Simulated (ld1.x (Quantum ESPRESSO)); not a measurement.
Varying the TM potential for Pb

Base potential:

- Element: Pb
- Generator: ld1.x (Quantum ESPRESSO) 7.5
- Type: norm-conserving Troullier–Martins (Kleinman–Bylander form)
- Functional: Wu–Cohen
- Relativity: fully relativistic
- Frozen core: [Xe] 4f14 5d10
- Valence charge: 4
- Reference configuration: 6s2 6p1 (charge +1)
- Partial waves: 6p (bound): rc 2.10 bohr; 6d channel at -0.2 Ry: rc 1.70 bohr; 6s (bound): rc 1.75 bohr
- Local potential: the s channel
- Core correction: Bessel-smoothed model core inside 1.25 bohr

Open shells are filled in proportion to 2j + 1 (rel_dist='average').

Cutoffs, loose and tight: the cutoffs (Ry, on a coarse ladder) from which the occupation-weighted sum of valence levels, in a spherical-Bessel basis at the reference potential, stays within 10 and 1 mRy of its value at 400 Ry. They do not see the model core or the augmentation charge, which bear on the density cutoff. Test errors are all-electron minus pseudo excitation energies from the reference, over the configurations 6s2 6p2; 6s2 6p0; 6s1 6p0; 6s2 6p1.5; 6s2 6p2.3; 6s1 6p2; 6s1 6p3. A dash means not determined; rows that change the core or the reference have their own tests.

A true bound ghost makes a file unfit for plane-wave use even where its test errors are small: the radial tests pick states by their node count and pass the ghost by.

| change | outcome | cutoff, loose | cutoff, tight | bound ghosts | largest test error (meV) |
| --- | --- | --- | --- | --- | --- |
| base | generated | 25 Ry | 50 Ry | d3/2, d5/2 | -459 |
| all radii but the core radius scaled by about 0.74 (s 1.30, p 1.56, d 1.26 bohr) | generated | 160 Ry | over 300 Ry | p3/2, p1/2, d3/2, d5/2, s (extra level of the local part) | -204 |
| all radii but the core radius scaled by about 0.84 (s 1.46, p 1.76, d 1.42 bohr) | generated | 90 Ry | 180 Ry | p1/2, p3/2, d3/2, d5/2 | -424 |
| all radii but the core radius scaled by about 1.04 (s 1.82, p 2.18, d 1.76 bohr) | generated | 25 Ry | 50 Ry | d3/2, d5/2 | -457 |
| all radii but the core radius scaled by about 1.13 (s 1.98, p 2.38, d 1.92 bohr) | generated | 21 Ry | 35 Ry | d3/2, d5/2 | -454 |
| all radii but the core radius scaled by about 1.17 (s 2.06, p 2.46, d 2.00 bohr) | generated | 21 Ry | 35 Ry | d3/2, d5/2 | -454 |
| all radii but the core radius scaled by about 1.30 (s 2.28, p 2.72, d 2.20 bohr) | generated | 21 Ry | 30 Ry | d3/2, d5/2 | -459 |
| all radii but the core radius scaled by about 1.37 (s 2.40, p 2.88, d 2.34 bohr) | generated | 18 Ry | 30 Ry | d3/2, d5/2 | -469 |

Question: What comes out with this change to the base: all radii but the core radius scaled by about 0.95 (s 1.68, p 2.00, d 1.62 bohr)?

Answer: outcome: generated; cutoff, loose: 40 Ry; cutoff, tight: 80 Ry; bound ghosts: d5/2, d3/2; largest test error (meV): -461.

Reading the sweep of the scale of all radii but the core radius (base = 1) (base included, trends over the rows without a ghost): Bound ghosts are found at 0.74, 0.84, 0.95, 1, 1.04, 1.13, 1.17, 1.3, 1.37. Every judged row has one, so this setting neither creates nor removes them.
